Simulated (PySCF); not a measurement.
Molfile (atoms numbered from 1):
```
C4H11NOSi
     RDKit          3D

 18 18  0  0  0  0  0  0  0  0999 V2000
    3.0967   -0.1498   -1.0796 O   0  0  0  0  0  0  0  0  0  0  0  0
    2.4220    0.2171    0.3519 Si  0  0  0  0  0  4  0  0  0  0  0  0
    0.8060   -0.3840    0.3868 N   0  0  0  0  0  0  0  0  0  0  0  0
   -0.1620   -0.1121   -0.6340 C   0  0  0  0  0  0  0  0  0  0  0  0
   -1.3876   -1.0472   -0.6937 C   0  0  0  0  0  0  0  0  0  0  0  0
   -2.2994    0.1830   -0.8158 C   0  0  0  0  0  0  0  0  0  0  0  0
   -1.1174    1.0883   -0.4398 C   0  0  0  0  0  0  0  0  0  0  0  0
    3.0681   -1.0426   -1.4132 H   0  0  0  0  0  0  0  0  0  0  0  0
    2.6105    1.6649    0.3494 H   0  0  0  0  0  0  0  0  0  0  0  0
    3.0581   -0.4672    1.4770 H   0  0  0  0  0  0  0  0  0  0  0  0
    0.3657   -0.4665    1.2913 H   0  0  0  0  0  0  0  0  0  0  0  0
    0.3640   -0.0598   -1.5882 H   0  0  0  0  0  0  0  0  0  0  0  0
   -1.4147   -1.7551   -1.5192 H   0  0  0  0  0  0  0  0  0  0  0  0
   -1.5296   -1.5880    0.2406 H   0  0  0  0  0  0  0  0  0  0  0  0
   -2.6472    0.3487   -1.8330 H   0  0  0  0  0  0  0  0  0  0  0  0
   -3.1540    0.2101   -0.1430 H   0  0  0  0  0  0  0  0  0  0  0  0
   -0.9411    1.9513   -1.0772 H   0  0  0  0  0  0  0  0  0  0  0  0
   -1.1467    1.4150    0.5985 H   0  0  0  0  0  0  0  0  0  0  0  0
  1  2  1  0
  2  3  1  0
  3  4  1  0
  4  5  1  0
  5  6  1  0
  6  7  1  0
  7  4  1  0
  1  8  1  0
  2  9  1  0
  2 10  1  0
  3 11  1  0
  4 12  1  0
  5 13  1  0
  5 14  1  0
  6 15  1  0
  6 16  1  0
  7 17  1  0
  7 18  1  0
M  END
```

Geometry: GFN2-xTB; GIAO shifts from PySCF 2.14, gas phase, non-relativistic, averaged over equivalent atoms.

At PBE0/pcSseg-1 (181 basis functions, 59 s wall time on 1 thread of an Intel Xeon, shared host):
| atoms | δ (ppm) |
| --- | --- |
| O1 | 26.9 |
| Si2 | -37.0 |
| N3 | 80.6 |
| C4 | 46.5 |
| C5/C7 | 36.5 |
| C6 | 12.9 |
| H9/H10 | 4.88 |
| H12 | 3.54 |
| H13/H17 | 2.57 |
| H16 | 1.67 |
| H15 | 1.62 |
| H14/H18 | 1.61 |
| H8 | 1.03 |
| H11 | 0.53 |

Referencing at the same level of theory: 17O (σ = 336.08 ppm) against H2O; 29Si (σ = 349.16 ppm) and 13C (σ = 186.93 ppm) and 1H (σ = 31.72 ppm) vs TMS; NH3 for 15N (σ = 267.73 ppm).

What do these become at B97-D/6-31++G**?

Results:


```json
{"atoms": "O1", "δ at B97-D/6-31++G**": "27.1", "change": "+0.2"}
{"atoms": "Si2", "δ at B97-D/6-31++G**": "-29.7", "change": "+7.3"}
{"atoms": "N3", "δ at B97-D/6-31++G**": "80.4", "change": "-0.2"}
{"atoms": "C4", "δ at B97-D/6-31++G**": "48.7", "change": "+2.2"}
{"atoms": "C5/C7", "δ at B97-D/6-31++G**": "37.6", "change": "+1.1"}
{"atoms": "C6", "δ at B97-D/6-31++G**": "15.5", "change": "+2.6"}
{"atoms": "H9/H10", "δ at B97-D/6-31++G**": "5.06", "change": "+0.18"}
{"atoms": "H12", "δ at B97-D/6-31++G**": "3.88", "change": "+0.34"}
{"atoms": "H13/H17", "δ at B97-D/6-31++G**": "2.74", "change": "+0.17"}
{"atoms": "H16", "δ at B97-D/6-31++G**": "1.78", "change": "+0.11"}
{"atoms": "H15", "δ at B97-D/6-31++G**": "1.72", "change": "+0.10"}
{"atoms": "H14/H18", "δ at B97-D/6-31++G**": "1.73", "change": "+0.12"}
{"atoms": "H8", "δ at B97-D/6-31++G**": "0.79", "change": "-0.24"}
{"atoms": "H11", "δ at B97-D/6-31++G**": "0.94", "change": "+0.41"}
```

Scale: 17O (σ = 334.93 ppm) vs H2O; 29Si (σ = 399.33 ppm), 13C (σ = 194.05 ppm), 1H (σ = 32.00 ppm) vs TMS; 15N (σ = 269.39 ppm) vs NH3 (reference shieldings calculated alike).

The largest change is at Si2 (silicon bonded to N, O, 2 H). Cost: 196 basis functions, 40 s wall time on 1 thread of an Arm Neoverse V2, shared host. The order of the carbon signals is the same at both levels.

Experimental scales use liquid or dissolved standards, which lie at an offset from isolated NH3 (liquid NH3: subtract about 20 ppm) and H2O (liquid H2O: subtract about 36 ppm).
